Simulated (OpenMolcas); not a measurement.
## Ionisation energies of nitrogen

```yaml
Program: OpenMolcas 26.06
Basis: ANO-RCC-VQZP [5s4p3d2f1g]
Scalar_Hamiltonian: DKH2, point nucleus
Spin-orbit_coupling: RASSI with atomic mean-field integrals over the reference wave functions, term energies averaged over their components
```

Active shells in each charge state: the valence s, p shells, with orbitals averaged over the low states. Where CASPT2's correlated closed shells are named, they are those of the first ion.

A. CASSCF
B. SS-CASPT2, IPEA 0.25 Eh, imaginary shift 0.1 Eh (closed shells correlated: 1s)
C. SS-CASPT2, IPEA 0 Eh, imaginary shift 0.1 Eh (closed shells correlated: 1s)

Energies in eV between the lowest computed levels (charge -1 gives the electron affinity), named as in B; reference values from the NIST Atomic Spectra Database with their kind.

```tsv
From	To	A	B	C	Spin-orbit share in B	Reference
N- 2s2 2p4 3P2	N 2s2 2p3 4S* 3/2	-2.337	-0.785	-0.798	+0.003	
N 2s2 2p3 4S* 3/2	N+ 2s2 2p2 3P0	13.354	14.440	14.534	-0.011	14.534 (measured)
N+ 2s2 2p2 3P0	N2+ 2s2 2p 2P* 1/2	28.432	29.437	29.509	-0.002	29.601 (semi-empirical)
N2+ 2s2 2p 2P* 1/2	N3+ 2s2 1S0	46.201	47.233	47.295	+0.014	47.445 (semi-empirical)
N3+ 2s2 1S0	N4+ 2s 2S 1/2	77.339	77.400	77.401	+0.000	77.474 (measured)
N4+ 2s 2S 1/2	N5+ 1s2 1S0	97.754	97.806	97.807	+0.000	97.890 (measured)
```

Error against the reference values, in %:

| From | Reference | A | B | C |
| --- | --- | --- | --- | --- |
| N | measured | -8.1 | -0.6 | 0 |
| N+ | semi-empirical | -3.9 | -0.6 | -0.3 |
| N2+ | semi-empirical | -2.6 | -0.4 | -0.3 |
| N3+ | measured | -0.2 | -0.1 | -0.1 |
| N4+ | measured | -0.1 | -0.1 | -0.1 |

Mean absolute error over the 3 measured values: A 0.48 eV, B 0.08 eV, C 0.05 eV. C lies closest.

No diffuse functions were added, so the electron affinity comes out too small, and without dynamic correlation a bound anion can come out unbound.

* marks odd parity.
